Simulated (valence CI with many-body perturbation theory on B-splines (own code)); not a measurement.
# Yb XXX: one-electron terms

Calculated by valence CI with perturbative core correlation (CI+MBPT): five valence electrons over a frozen Dirac-Fock core [Kr], a basis of 7 s, 7 p, 8 d, 6 f, 4 g, 1 h functions for each j, with the one-electron correlation potential Σ1 (screened to all orders), the two-electron term Σ2, the three-electron term Σ3, Breit, model QED; selected single and double excitations, second order for the rest, scaled by the run's own slope (own B-spline code, finite nucleus).

No measured spectrum was set against this ion. As an estimate, large intervals hold to a few tenths of a per cent, small ones and those within an open d or f shell to about a per cent. The list stops below the first excitations out of the core.

These are the spectroscopic orbitals of the CI (the correlating ones are not listed), shaped by the core and the other valence electrons. h is the expectation value of the core's Dirac-Fock operator, without the valence repulsion; Σ1 is computed up to l = 3 at one energy for each symmetry, that of its lowest orbital but kept below the first core excitation, so for empty shells it is not the orbital's own correlation shift; Breit and QED include the response of the core.

| Orbital | h (hartree) | Σ1 (cm⁻¹) | Breit (cm⁻¹) | QED (cm⁻¹) | ⟨r⟩ (bohr) |
| --- | --- | --- | --- | --- | --- |
| 5s1/2 | -33.427 | -10763 | 3179 | 2469 | 0.8161 |
| 6s1/2 | -21.565 | -4201 | 1673 | 1309 | 1.265 |
| 7s1/2 | -15.09 | -2164 | 966 | 767 | 1.817 |
| 5p1/2 | -31.863 | -10535 | 4875 | -3.4 | 0.8318 |
| 6p1/2 | -20.731 | -4287 | 2634 | 0.7 | 1.292 |
| 7p1/2 | -14.593 | -2253 | 1548 | 1.2 | 1.856 |
| 5p3/2 | -30.829 | -9422 | 2858 | 229 | 0.8624 |
| 6p3/2 | -20.19 | -3954 | 1568 | 127 | 1.328 |
| 7p3/2 | -14.273 | -2105 | 1007 | 76.1 | 1.899 |
| 4d3/2 | -48.583 | -21891 | 5392 | -616 | 0.4712 |
| 5d3/2 | -28.326 | -9642 | 2227 | -204 | 0.8763 |
| 6d3/2 | -18.846 | -4401 | 1187 | -106 | 1.371 |
| 4d5/2 | -48.057 | -21217 | 3053 | -333 | 0.4777 |
| 5d5/2 | -28.103 | -9510 | 1321 | -94.0 | 0.8841 |
| 6d5/2 | -18.727 | -4340 | 711 | -47.7 | 1.380 |
| 4f5/2 | -41.575 | -43526 | 922 | -481 | 0.4545 |
| 5f5/2 | -25.413 | -9403 | 516 | -162 | 0.8944 |
| 4f7/2 | -41.451 | -39497 | -377 | -388 | 0.4570 |
| 5f7/2 | -25.357 | -9202 | -4.2 | -124 | 0.8969 |
| 5g7/2 | -23.474 |  | -122 | -59.9 | 0.8597 |
| 5g9/2 | -23.459 |  | -222 | -46.9 | 0.8606 |

Among the shells of the start configuration 4d5, Σ1 is largest in size for 4d3/2, where it is 0.21 % of h.

Lowest root of each symmetry, sizes in configuration state functions:

| J | Parity | Roots | Reference | Variational | Second order | Change by selected CI (cm⁻¹) | Change by second order (cm⁻¹) |
| --- | --- | --- | --- | --- | --- | --- | --- |
| 1/2 | even | 4 | 86 | 22861 | 289463 | -9264 | -29 |
| 3/2 | even | 7 | 153 | 27072 | 625025 | -8784 | -70 |
| 5/2 | even | 10 | 197 | 27882 | 959579 | -7964 | -107 |
| 7/2 | even | 7 | 205 | 25254 | 931252 | -8611 | -210 |
| 9/2 | even | 5 | 190 | 25450 | 858423 | -8929 | -210 |
| 11/2 | even | 3 | 154 | 25961 | 684839 | -8822 | -80 |
| 13/2 | even | 1 | 114 | 20033 | 495199 | -9107 | -41 |
| 1/2 | odd | 19 | 27 | 31998 | 677127 | -13662 | -213 |
| 3/2 | odd | 32 | 48 | 31977 | 1271705 | -13142 | -575 |
| 5/2 | odd | 40 | 61 | 30614 | 1624506 | -14988 | -897 |
| 7/2 | odd | 40 | 63 | 29735 | 1976844 | -14276 | -1004 |
| 9/2 | odd | 38 | 54 | 28834 | 2024578 | -13225 | -1180 |
| 11/2 | odd | 30 | 42 | 29466 | 1758825 | -14288 | -1226 |
| 13/2 | odd | 22 | 28 | 29673 | 1692486 | -14367 | -1044 |
| 15/2 | odd | 13 | 15 | 29713 | 964936 | -14858 | -478 |
| 17/2 | odd | 6 | 6 | 30714 | 844624 | -14396 | -237 |
| 19/2 | odd | 2 | 2 | 26073 | 530870 | -14896 | -22 |
